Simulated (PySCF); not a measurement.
# Ar+: ionisation energy

Ar+ [Ne] 3s2 3p5 (2P) → Ar(2+) [Ne] 3s2 3p4 (3P), as a difference of total energies. Calculation: PySCF 2.14, in aug-cc-pwCVTZ (8s7p5d3f, 75 functions); the non-relativistic Hamiltonian (point nucleus). Correlated levels: nothing frozen. The calculations carry no spin-orbit coupling.

| method | ionisation energy (eV) |
| --- | --- |
| UHF | 26.366 |
| MP2 (all electrons) | 27.418 |
| SCS-MP2 (all electrons) | 27.408 |
| CCSD (all electrons) | 27.372 |
| CCSD(T) (all electrons) | 27.413 |

Q: How much does correlation contribute at CCSD(T) (all electrons)?

A: 27.413 − (26.366) = 1.047 eV, measured against UHF.

A first-order spin-orbit estimate (lowest level to lowest level, LS coupling) adds -0.006 eV.

Errors of the correlated levels include the incompleteness of this basis.

For comparison: 27.630 eV (measured; NIST Atomic Spectra Database, ionization energies).
